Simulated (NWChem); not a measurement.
Molecule: CH3FTe; SMILES C[Te]F

```xyz
6

Te     0.3707     0.0376     0.0000
F     -1.0052     1.4508     0.0000
C     -1.0636    -1.5759     0.0001
H     -0.4813    -2.5194    -0.0078
H     -1.6890    -1.5149    -0.9088
H     -1.6807    -1.5244     0.9151
```
Atoms are numbered in this order, from 1.

Computed with NWChem. Geometry: optimised at PBE-D3(BJ)/def2-SVP. def2 effective core potentials on Te; no spin-orbit coupling. B3LYP is NWChem's, with the RPA form of VWN correlation. Ions are spin-unrestricted doublets at the neutral geometry; other ion states weren't tried.

```csv
level,"vertical ionisation energy, ΔSCF (eV)",−ε(HOMO) (eV),ΔSCF minus −ε(HOMO) (eV)
B3LYP/def2-SVPD,8.65,6.09,2.56
PBE/def2-SVPD,8.43,5.16,3.27
"LDA (Slater exchange, VWN5)/def2-SVPD",8.66,5.29,3.37
BHandHLYP/def2-SVPD,8.64,7.30,1.34
PBE0/def2-SVPD,8.58,6.30,2.28
```
